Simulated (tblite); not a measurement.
Compound: C₄H₉NO₂Si.
Numbering: `[O:1]=[C:2]1[NH:3][CH2:4][CH2:5][C@H:6]1[O:7][SiH3:8]` (hydrogens: H9 on N3; H10, H11 on C4; H12, H13 on C5; H14 on C6; H15, H16, H17 on Si8)

Computed with GFN2-xTB (tblite), gas phase: Langevin dynamics at 300 K from the optimised GFN2-xTB geometry, time step 0.5 fs, friction 0.01 fs⁻¹, 2000 steps. The instantaneous temperature is 2·E(kin)/(3Nk) with all 3N coordinates.

| t (fs) | T (K) | E(pot) above start (eV) | O1=C2 (Å) | C2–N3 (Å) | N3–C4 (Å) | C4–C5 (Å) | C5–C6 (Å) | N3–H9 (Å) | C5–C6–O7–Si8 (°) |
| --- | --- | --- | --- | --- | --- | --- | --- | --- | --- |
| 0 | 259 | 0.000 | 1.208 | 1.342 | 1.446 | 1.533 | 1.533 | 1.007 | 143 |
| 25 | 240 | 0.289 | 1.197 | 1.362 | 1.429 | 1.531 | 1.544 | 0.991 | 152 |
| 50 | 222 | 0.580 | 1.209 | 1.342 | 1.414 | 1.548 | 1.524 | 1.049 | 162 |
| 75 | 222 | 0.644 | 1.224 | 1.361 | 1.450 | 1.587 | 1.539 | 0.945 | 173 |
| 100 | 208 | 0.701 | 1.203 | 1.359 | 1.459 | 1.575 | 1.519 | 1.080 | 173 |
| 125 | 346 | 0.532 | 1.184 | 1.347 | 1.451 | 1.477 | 1.555 | 0.978 | 166 |
| 150 | 406 | 0.479 | 1.208 | 1.307 | 1.430 | 1.520 | 1.573 | 1.026 | 165 |
| 175 | 335 | 0.595 | 1.214 | 1.311 | 1.478 | 1.586 | 1.498 | 1.016 | 164 |
| 200 | 310 | 0.654 | 1.197 | 1.302 | 1.445 | 1.534 | 1.499 | 0.979 | 154 |
| 225 | 299 | 0.582 | 1.209 | 1.302 | 1.432 | 1.504 | 1.506 | 1.065 | 153 |
| 250 | 306 | 0.506 | 1.199 | 1.317 | 1.523 | 1.546 | 1.517 | 0.975 | 153 |
| 275 | 282 | 0.663 | 1.196 | 1.323 | 1.515 | 1.540 | 1.569 | 1.033 | 153 |
| 300 | 320 | 0.552 | 1.218 | 1.350 | 1.457 | 1.526 | 1.556 | 1.010 | 145 |
| 325 | 343 | 0.511 | 1.212 | 1.323 | 1.413 | 1.561 | 1.523 | 1.004 | 131 |
| 350 | 239 | 0.682 | 1.188 | 1.425 | 1.454 | 1.573 | 1.539 | 1.044 | 126 |
| 375 | 253 | 0.683 | 1.227 | 1.400 | 1.431 | 1.516 | 1.537 | 0.993 | 117 |
| 400 | 232 | 0.584 | 1.209 | 1.394 | 1.431 | 1.504 | 1.537 | 1.026 | 109 |
| 425 | 252 | 0.842 | 1.223 | 1.369 | 1.404 | 1.598 | 1.536 | 1.011 | 100 |
| 450 | 363 | 0.616 | 1.230 | 1.369 | 1.472 | 1.561 | 1.604 | 1.019 | 98 |
| 475 | 334 | 0.774 | 1.200 | 1.383 | 1.441 | 1.520 | 1.512 | 1.032 | 99 |
| 500 | 394 | 0.944 | 1.265 | 1.382 | 1.416 | 1.459 | 1.529 | 0.970 | 89 |
| 525 | 329 | 0.917 | 1.175 | 1.411 | 1.411 | 1.553 | 1.511 | 1.064 | 93 |
| 550 | 410 | 0.591 | 1.230 | 1.362 | 1.415 | 1.551 | 1.595 | 0.994 | 109 |
| 575 | 349 | 0.811 | 1.253 | 1.355 | 1.430 | 1.527 | 1.549 | 1.015 | 130 |
| 600 | 249 | 1.031 | 1.204 | 1.403 | 1.468 | 1.499 | 1.547 | 1.018 | 137 |
| 625 | 380 | 0.642 | 1.182 | 1.361 | 1.429 | 1.498 | 1.515 | 0.975 | 135 |
| 650 | 363 | 0.609 | 1.229 | 1.327 | 1.424 | 1.549 | 1.528 | 1.036 | 140 |
| 675 | 376 | 0.545 | 1.207 | 1.317 | 1.456 | 1.571 | 1.535 | 1.012 | 144 |
| 700 | 347 | 0.677 | 1.193 | 1.355 | 1.475 | 1.561 | 1.558 | 1.009 | 148 |
| 725 | 381 | 0.715 | 1.209 | 1.306 | 1.475 | 1.507 | 1.522 | 1.034 | 150 |
| 750 | 354 | 0.650 | 1.209 | 1.328 | 1.506 | 1.466 | 1.532 | 0.978 | 143 |
| 775 | 340 | 0.753 | 1.181 | 1.363 | 1.510 | 1.552 | 1.491 | 1.052 | 131 |
| 800 | 353 | 0.737 | 1.220 | 1.331 | 1.467 | 1.571 | 1.453 | 0.997 | 133 |
| 825 | 323 | 0.689 | 1.180 | 1.319 | 1.444 | 1.570 | 1.530 | 1.036 | 143 |
| 850 | 350 | 0.611 | 1.201 | 1.313 | 1.478 | 1.522 | 1.595 | 1.000 | 148 |
| 875 | 350 | 0.643 | 1.227 | 1.318 | 1.498 | 1.513 | 1.588 | 1.013 | 162 |
| 900 | 449 | 0.661 | 1.169 | 1.355 | 1.472 | 1.534 | 1.520 | 1.046 | 170 |
| 925 | 428 | 0.666 | 1.226 | 1.347 | 1.413 | 1.580 | 1.485 | 0.962 | 176 |
| 950 | 330 | 0.622 | 1.211 | 1.358 | 1.400 | 1.573 | 1.511 | 1.047 | 178 |
| 975 | 324 | 0.772 | 1.218 | 1.371 | 1.425 | 1.560 | 1.550 | 0.997 | 178 |
| 1000 | 280 | 0.572 | 1.213 | 1.368 | 1.440 | 1.511 | 1.599 | 1.014 | 176 |

Question: From 500 fs on, how do temperature and potential energy compare with equipartition?

Answer: The mean temperature of these 21 frames is 355 K against the target 300 K, and the mean potential energy 0.71 eV against 45 × kT/2 = 0.58 eV for 45 classical harmonic modes. For 17 atoms in a canonical ensemble the temperature itself scatters by T·√(2/(3N)) = 59 K; here its standard deviation is 44 K. The whole run lasts only 10 friction times of 100 fs, so these averages carry a wide statistical error.

Question: What are the kinetic and total energies of the listed frame with the highest potential energy?

Answer: The one at 600 fs, 1.031 eV above the start. Its kinetic energy is 3NkT/2 = 0.548 eV at 249 K, so the sum is 1.58 eV; over the listed frames the sum runs from 0.57 to 1.81 eV, since the thermostat adds and removes energy.

Question: How much do the listed bonds fluctuate from 500 fs on?

Answer: 
```tsv
bond	at the start (Å)	mean (Å)	standard deviation (Å)
O1=C2	1.208	1.210	0.024
C2–N3	1.342	1.350	0.028
N3–C4	1.446	1.450	0.033
C4–C5	1.533	1.535	0.034
C5–C6	1.533	1.535	0.037
N3–H9	1.007	1.013	0.028
```

The motion is classical and holds no zero-point motion.

What follows is the cost of the whole dynamics run. The run took 8.5 s wall on one thread, AMD EPYC 9R45 (x86_64), shared host, and the process peaked at 0.18 GiB of memory.
